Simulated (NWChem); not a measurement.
System: ZrH3I; SMILES [ZrH3][I]

The following NWChem deck was run.

```
start job
memory heap 200 mb stack 900 mb global 1100 mb
geometry units angstroms noautosym nocenter noautoz
  Zr     0.000000     0.000000     1.396103
  I      0.000000     0.000000    -1.292381
  H      1.306928     1.144379     1.999047
  H     -1.644525     0.559643     1.999047
  H      0.337598    -1.704022     1.999047
end
basis spherical
  * library def2-svpd
end
ecp
  Zr library def2-ecp
  I library def2-ecp
end
dft
  xc pbe0
  iterations 150
end
property
  response 1 0.0
end
task dft property
```

Parts of the log:

```
             Northwest Computational Chemistry Package (NWChem) 7.3.0
             --------------------------------------------------------

                             Geometry "geometry" -> ""
                             -------------------------

 Output coordinates in angstroms (scale by  1.889725989 to convert to a.u.)

  No.       Tag          Charge          X              Y              Z
 ---- ---------------- ---------- -------------- -------------- --------------
    1 Zr                  40.0000     0.00000000     0.00000000     1.39610300
    2 I                   53.0000     0.00000000     0.00000000    -1.29238100
    3 H                    1.0000     1.30692800     1.14437900     1.99904700
    4 H                    1.0000    -1.64452500     0.55964300     1.99904700
    5 H                    1.0000     0.33759800    -1.70402200     1.99904700

 Effective nuclear repulsion energy (a.u.)     474.9511677518

                                 NWChem DFT Module
                                 -----------------

 Summary of "ao basis" -> "ao basis" (spherical)
 ------------------------------------------------------------------------------
       Tag                 Description            Shells   Functions and Types
 ---------------- ------------------------------  ------  ---------------------
 Zr                        def2-svpd                12       34   5s4p2d1f
 I                         def2-svpd                13       35   5s5p3d
 H                         def2-svpd                 4        8   2s2p

            General Information
            -------------------
          SCF calculation type: DFT
          Wavefunction type:  closed shell.
          No. of atoms     :     5
          No. of electrons :    40
           Alpha electrons :    20
            Beta electrons :    20
          Charge           :     0
          Spin multiplicity:     1
          Use of symmetry is: off; symmetry adaption is: off
          Maximum number of iterations: 150
          AO basis - number of functions:    93
                     number of shells:    37
          Convergence on energy requested:  1.00D-06
          Convergence on density requested:  1.00D-05
          Convergence on gradient requested:  5.00D-04

              XC Information
              --------------
                         PBE0 Method XC Functional
                     Hartree-Fock (Exact) Exchange  0.250
          PerdewBurkeErnzerhof Exchange Functional  0.750
            Perdew 1991 LDA Correlation Functional  1.000 local
           PerdewBurkeErnz. Correlation Functional  1.000 non-local

             Grid Information
             ----------------
          Grid used for XC integration:  medium
          Radial quadrature: Mura-Knowles
          Angular quadrature: Lebedev.
          Tag              B.-S. Rad. Rad. Pts. Rad. Cut. Ang. Pts.
          ---              ---------- --------- --------- ---------
          Zr                  1.55      123          14.0       590
          I                   1.40      123          14.0       590
          H                   0.35       45          13.0       434
          Grid pruning is: on
          Number of quadrature shells:   381
          Spatial weights used:  Erf1

      Superposition of Atomic Density Guess
      -------------------------------------

 Sum of atomic energies:        -402.12380135

      Non-variational initial energy
      ------------------------------

 Total energy =    -344.456546
 1-e energy   =    -756.873690
 2-e energy   =     331.816014
 HOMO         =      -0.321320
 LUMO         =      -0.012453

   convergence    iter        energy       DeltaE   RMS-Dens  Diis-err
 ---------------- ----- ----------------- --------- --------- ---------
 d= 0,ls=0.0,diis     1   -346.3883524467 -4.27D+02  3.46D-02  6.00D-01
 d= 0,ls=0.0,diis     2   -344.6892937710  1.70D+00  2.45D-02  1.31D+01
 d= 0,ls=0.0,diis     3   -346.5103698135 -1.82D+00  5.10D-03  1.33D-01
 d= 0,ls=0.0,diis     4   -346.5312495859 -2.09D-02  1.38D-03  1.55D-02
 d= 0,ls=0.0,diis     5   -346.5338084801 -2.56D-03  3.24D-04  2.61D-04
  Resetting Diis
 d= 0,ls=0.0,diis     6   -346.5338615394 -5.31D-05  5.98D-05  5.84D-06
 d= 0,ls=0.0,diis     7   -346.5338629396 -1.40D-06  1.82D-05  6.79D-07
 d= 0,ls=0.0,diis     8   -346.5338629082  3.14D-08  1.07D-05  8.30D-07
 d= 0,ls=0.0,diis     9   -346.5338630269 -1.19D-07  3.31D-06  8.41D-08

         Total DFT energy =     -346.533863026920
      One electron energy =     -758.332472872238
           Coulomb energy =      360.363518984878
    Exchange-Corr. energy =      -29.166038770522
 Nuclear repulsion energy =       80.601129630962

 Numeric. integr. density =       39.999991190391

                       DFT Final Molecular Orbital Analysis
                       ------------------------------------

 Vector   18  Occ=2.000000D+00  E=-3.215723D-01
              MO Center=  3.6D-01, -4.2D-01,  1.6D+00, r^2= 3.3D+00
   Bfn.  Coefficient  Atom+Function         Bfn.  Coefficient  Atom+Function
  ----- ------------  ---------------      ----- ------------  ---------------
    86     -0.320498  5 H  s                 19      0.298516  1 Zr d -1
    22      0.270742  1 Zr d  2              70      0.233055  3 H  s
    87     -0.218798  5 H  s                 18      0.204848  1 Zr d -2
     7     -0.193483  1 Zr py                47     -0.180205  2 I  py
    71      0.159102  3 H  s                 50     -0.150426  2 I  py

 Vector   19  Occ=2.000000D+00  E=-3.050849D-01
              MO Center=  9.1D-02, -5.4D-02, -8.0D-01, r^2= 3.2D+00
   Bfn.  Coefficient  Atom+Function         Bfn.  Coefficient  Atom+Function
  ----- ------------  ---------------      ----- ------------  ---------------
    47      0.544185  2 I  py                50      0.459111  2 I  py
    44     -0.219903  2 I  py                41     -0.178750  2 I  py
     7     -0.142147  1 Zr py                46      0.124300  2 I  px
    86     -0.111243  5 H  s                 49      0.104868  2 I  px
    70      0.098661  3 H  s                 18      0.094478  1 Zr d -2

 Vector   20  Occ=2.000000D+00  E=-3.050849D-01
              MO Center= -9.1D-02,  5.4D-02, -8.0D-01, r^2= 3.2D+00
   Bfn.  Coefficient  Atom+Function         Bfn.  Coefficient  Atom+Function
  ----- ------------  ---------------      ----- ------------  ---------------
    46      0.544186  2 I  px                49      0.459111  2 I  px
    43     -0.219904  2 I  px                40     -0.178750  2 I  px
     6     -0.142147  1 Zr px                47     -0.124301  2 I  py
    78     -0.121187  4 H  s                 50     -0.104868  2 I  py
    22     -0.094476  1 Zr d  2              18      0.089701  1 Zr d -2

 Vector   21  Occ=0.000000D+00  E=-9.809498D-02
              MO Center= -4.0D-02, -4.7D-02,  1.3D+00, r^2= 2.6D+00
   Bfn.  Coefficient  Atom+Function         Bfn.  Coefficient  Atom+Function
  ----- ------------  ---------------      ----- ------------  ---------------
    21      0.507859  1 Zr d  1              18      0.496472  1 Zr d -2
    19     -0.385795  1 Zr d -1              23      0.177541  1 Zr d -2
    26      0.148941  1 Zr d  1              49     -0.138478  2 I  px
    24     -0.113145  1 Zr d -1              46     -0.107912  2 I  px
    50     -0.105196  2 I  py                47     -0.081975  2 I  py

 Vector   22  Occ=0.000000D+00  E=-9.809456D-02
              MO Center=  4.0D-02,  4.7D-02,  1.3D+00, r^2= 2.6D+00
   Bfn.  Coefficient  Atom+Function         Bfn.  Coefficient  Atom+Function
  ----- ------------  ---------------      ----- ------------  ---------------
    19      0.507858  1 Zr d -1              22     -0.496471  1 Zr d  2
    21      0.385794  1 Zr d  1              27     -0.177542  1 Zr d  2
    24      0.148943  1 Zr d -1              50      0.138478  2 I  py
    26      0.113143  1 Zr d  1              47      0.107911  2 I  py
    49     -0.105195  2 I  px                46     -0.081974  2 I  px

 Vector   23  Occ=0.000000D+00  E=-8.161666D-02
              MO Center= -2.0D-06,  4.0D-06,  1.7D+00, r^2= 4.1D+00
   Bfn.  Coefficient  Atom+Function         Bfn.  Coefficient  Atom+Function
  ----- ------------  ---------------      ----- ------------  ---------------
    20      0.692633  1 Zr d  0              51     -0.252191  2 I  pz
    14      0.217580  1 Zr pz                25      0.216484  1 Zr d  0
     8     -0.187459  1 Zr pz                17      0.152562  1 Zr pz
    48     -0.141670  2 I  pz                 5      0.108221  1 Zr s
    38     -0.108315  2 I  s                  4      0.101311  1 Zr s

     Multipole analysis of the density
     ---------------------------------

     L   x y z        total         alpha         beta         nuclear
     -   - - -        -----         -----         ----         -------
     0   0 0 0     -0.000000    -20.000000    -20.000000     40.000000

     1   1 0 0     -0.000004     -0.000003     -0.000003      0.000002
     1   0 1 0     -0.000002     -0.000001     -0.000001      0.000000
     1   0 0 1      0.166948      9.115559      9.115559    -18.064170

[...]

 DFT Linear Response polarizability / au
 Frequency  =       0.0000000 / au
              X              Y              Z
 -----------------------------------------------
 X      75.8604843     -0.0000045      0.0000045
 Y      -0.0000045     75.8604309     -0.0000685
 Z       0.0000045     -0.0000684    106.7311373
 -----------------------------------------------
 Eigenvalues =      75.8604847     75.8604305    106.7311373
 Isotropic   =      86.1506842
 Anisotropic =      30.8706797
 -----------------------------------------------

 Magnetic Dipole Response Matrix (nonzero elements):

 Exiting AOResponse driver routine
```

Level: PBE0/def2-SVPD with def2 effective core potentials on Zr, I. Coordinates come from a PBE0/def2-SVP optimisation. Not confirmed as a minimum by frequencies. def2 effective core potentials on Zr, I; no spin-orbit coupling.
